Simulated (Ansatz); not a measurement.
Gas-phase electronic energies from Ansatz, PBE0-D4/def2-TZVP geometries. CCSD(T)/CBS is the MP2 limit (def2-TZVPP, def2-QZVPP) plus CCSD(T) − MP2 in def2-TZVPP, frozen cores. DFT in def2-TZVPP. def2 core potentials past Kr. For As, Ge, Te outer-core shells are correlated without core-valence functions, which leaves a few kJ/mol of doubt a bond. Scalar relativity is left out up to krypton. Each species was taken in one conformer, which may not be the lowest.

`[GeH3][CH2][TeH]` + `N[AsH2]` → `N[AsH][TeH]` + `[CH3][GeH3]`  (ligand exchange at a Te–C bond)

CCSD(T)/CBS gives -101.6 kJ/mol.

Task: Another level gave -118.2 kJ/mol. Which?
A. B2PLYP/def2-TZVPP
B. CCSD(T)/def2-TZVPP
C. ωB97M-V/def2-TZVPP
D. PBE/def2-TZVPP

Result: D. PBE -118.2, CCSD(T)/def2-TZVPP -97.1, ωB97M-V -105.7, B2PLYP -109.9 kJ/mol.

Largest T1 diagnostic among the species: 0.012.

From PBE to PBE0 (25 % exact exchange), in def2-TZVPP and without D4, ΔE moves by +3.5 kJ/mol. In def2-TZVPP, CCSD(T) changes the Hartree–Fock value by +9.8 kJ/mol (the triples alone add −0.5 kJ/mol) and MP2 by +6.8 kJ/mol.
